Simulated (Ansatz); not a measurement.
`COC(O)[SeH]` + `[CH3][GeH]([CH3])[Cl]` → `[CH3][Ge]([CH3])([Cl])[SeH]` + `COCO`  (formal exchange of groups at the Se–C bond)

Computed with Ansatz on PBE0-D4/def2-TZVP structures; ΔE is electronic, products minus reactants. CCSD(T)/CBS is the MP2 limit (def2-TZVPP, def2-QZVPP) plus CCSD(T) − MP2 in def2-TZVPP, frozen cores. This one scheme is used for every species. DFT in def2-TZVPP. B3LYP here is the variant with VWN-RPA as its local correlation; programs differ in this. For Ge, Se outer-core shells are correlated without core-valence functions, which leaves a few kJ/mol of doubt a bond. Scalar relativity is left out up to krypton. Each species was taken in one conformer, which may not be the lowest.

Task: Is it downhill or uphill in electronic energy at CCSD(T)/CBS, and by how much? (Best estimate.)

Result: The calculation gave: Downhill: ΔE = -1.25 eV.

Task: What do these levels give: B3LYP-D4, B2PLYP, PBE0, MP2/def2-QZVPP, MP2/CBS(def2), CCSD/CBS(def2)? (Estimate.)

Result: Ansatz gave: B3LYP-D4 -1.26, B2PLYP -1.25, PBE0 -1.24, MP2/def2-QZVPP -1.29, MP2/CBS(def2) -1.30, CCSD/CBS(def2) -1.27 eV.

Largest T1 diagnostic among the species: 0.011.

The D4 term adds −0.03 eV with B3LYP and −0.02 eV with PBE0; it sums over pairs of atoms, weighted by their polarisabilities, and B3LYP, whose exchange is more repulsive, gets the larger term. From PBE to PBE0 (25 % exact exchange), in def2-TZVPP and without D4, ΔE moves by −0.05 eV.
